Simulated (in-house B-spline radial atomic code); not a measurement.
Cs VII (Cs6+): [Kr] 4d10 5s2 5p1

All numbers are computed (Dirac-Kohn-Sham RPBE, spherical fractional occupations; Fermi nucleus of rms radius 4.8041 fm) with a radial B-spline atomic code at the basis-set limit, not measured.

Screening seen three ways: the hydrogenic charge with the same mean radius, Z_r = [3n² - l(l+1)]/(2<r>), the one with the same energy, Z_e = n√(-2ε), and Slater's rules. Values are occupation-weighted means over j. An effective charge above Z reflects the relativistic contraction of the inner shells.

```json
{"shell": "1s", "electrons": "2", "ε (eV)": "-35846", "<r> (bohr)": "0.02611", "Z_r": "57.46", "Z_e": "51.33", "Slater": "54.70"}
{"shell": "2s", "electrons": "2", "ε (eV)": "-5683.9", "<r> (bohr)": "0.1117", "Z_r": "53.73", "Z_e": "40.88", "Slater": "50.85"}
{"shell": "2p", "electrons": "6", "ε (eV)": "-5116.5", "<r> (bohr)": "0.09795", "Z_r": "51.04", "Z_e": "38.78", "Slater": "50.85"}
{"shell": "3s", "electrons": "2", "ε (eV)": "-1240.5", "<r> (bohr)": "0.2986", "Z_r": "45.21", "Z_e": "28.65", "Slater": "43.75"}
{"shell": "3p", "electrons": "6", "ε (eV)": "-1056.6", "<r> (bohr)": "0.2964", "Z_r": "42.17", "Z_e": "26.44", "Slater": "43.75"}
{"shell": "3d", "electrons": "10", "ε (eV)": "-781.71", "<r> (bohr)": "0.2735", "Z_r": "38.40", "Z_e": "22.74", "Slater": "33.85"}
{"shell": "4s", "electrons": "2", "ε (eV)": "-293.18", "<r> (bohr)": "0.6933", "Z_r": "34.62", "Z_e": "18.57", "Slater": "27.25"}
{"shell": "4p", "electrons": "6", "ε (eV)": "-234.02", "<r> (bohr)": "0.7362", "Z_r": "31.24", "Z_e": "16.59", "Slater": "27.25"}
{"shell": "4d", "electrons": "10", "ε (eV)": "-146.6", "<r> (bohr)": "0.8257", "Z_r": "25.43", "Z_e": "13.13", "Slater": "15.85"}
{"shell": "5s", "electrons": "2", "ε (eV)": "-91.157", "<r> (bohr)": "1.576", "Z_r": "23.79", "Z_e": "12.94", "Slater": "11.00"}
{"shell": "5p", "electrons": "1", "ε (eV)": "-74.879", "<r> (bohr)": "1.752", "Z_r": "20.83", "Z_e": "11.73", "Slater": "11.00"}
```

The least bound orbital is 5p3/2 at -74.03 eV, and it is also the most diffuse (<r> = 1.77 bohr).

Spin-orbit splittings of the orbital energies (j = l + 1/2 above j = l - 1/2 when positive): 2p 352.3 eV, 3p 67.55 eV, 3d 14.34 eV, 4p 13.84 eV, 4d 2.332 eV, 5p 2.536 eV.

For the 1s electron the small component carries 4.12 % of the norm, the zero-frequency Breit interaction raises the level by 92.21 eV, self-energy by 53.29 eV, and vacuum polarisation lowers it by 7.583 eV.
